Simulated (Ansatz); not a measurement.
Reaction (ligand exchange at a B–Cl bond): `ClB1CO1` + H–F → `FB1CO1` + HCl

Isolated molecules relaxed with PBE0-D4/def2-TZVP in Ansatz; ΔE leaves out vibrations. CCSD(T)/CBS adds triple-zeta CCSD(T) − MP2 to the extrapolated MP2 energy (def2 sets, frozen cores). This one scheme is used for every species. DFT in def2-TZVPP.

CCSD(T)/CBS gives -38.8 kJ/mol.

Another level gave -40.5 kJ/mol. Which?
A. BHLYP-D4/def2-TZVPP
B. CCSD/def2-TZVPP
C. revPBE-D4/def2-TZVPP
D. PBE0/def2-TZVPP

D. PBE0 -40.5, revPBE-D4 -34.7, BHLYP-D4 -49.2, CCSD/def2-TZVPP -45.1 kJ/mol.

Largest T1 diagnostic among the species: 0.014.

Leaving LDA and LC-ωPBE aside and taking each functional with its dispersion term where it has one, the values, not all of them listed here, spread over 15.8 kJ/mol, from CAM-B3LYP-D4 to revPBE-D4. In def2-TZVPP, CCSD(T) changes the Hartree–Fock value by +17.0 kJ/mol (the triples alone add +3.2 kJ/mol) and MP2 by +23.6 kJ/mol. The D4 term adds +3.9 kJ/mol with B3LYP and +2.1 kJ/mol with PBE0; it sums over pairs of atoms, weighted by their polarisabilities, and B3LYP, whose exchange is more repulsive, gets the larger term.

B3LYP here is the variant with VWN-RPA as its local correlation; programs differ in this.
